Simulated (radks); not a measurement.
Results of a calculation; reference values are marked as such.
Excited configurations of Ce: one electron is placed in a higher orbital outside [Xe] 4f1 5d2. The ground configuration is [Xe] 4f1 5d1 6s2. Level of theory: Dirac Kohn-Sham, PBEsol, spin-unpolarised, spherical densities, finite nucleus; open shells fill j = l - 1/2 first; Fermi nuclear charge, rms radius 4.8771 fm (a radial shooting solver on a logarithmic mesh with Libxc functionals). Excitation = E - E(ground); binding = E(ion) - E, where the ion is the core of charge +1; n* = 1/sqrt(2 binding) in atomic units, and the quantum defect is n - n*.

outer orbital  excitation (eV)  binding (eV)     n*  quantum defect
5f5/2                    5.219         0.911  3.864           1.136
6s1/2                    0.819         5.311  1.601           4.399
6p1/2                    2.910         3.220  2.055           3.945
6d3/2                    4.689         1.442  3.072           2.928
6f5/2                    5.498         0.632  4.641           1.359
7s1/2                    4.135         1.995  2.611           4.389
7p1/2                    4.618         1.513  2.999           4.001
7f5/2                    5.672         0.459  5.446           1.554

The Delta-SCF ionisation energy is 6.130 eV (NIST Atomic Spectra Database: 5.539 eV, measured). Self-interaction in the functional shifts the binding energies and quantum defects, so they are the method's values and not measured ones. Spin polarisation and multiplet splitting are left out, so open shells lie too high by an amount that depends on their filling.

Beside tabulated values, note that spin-unpolarised runs miss the spin-polarisation part of the exchange energy of open shells.
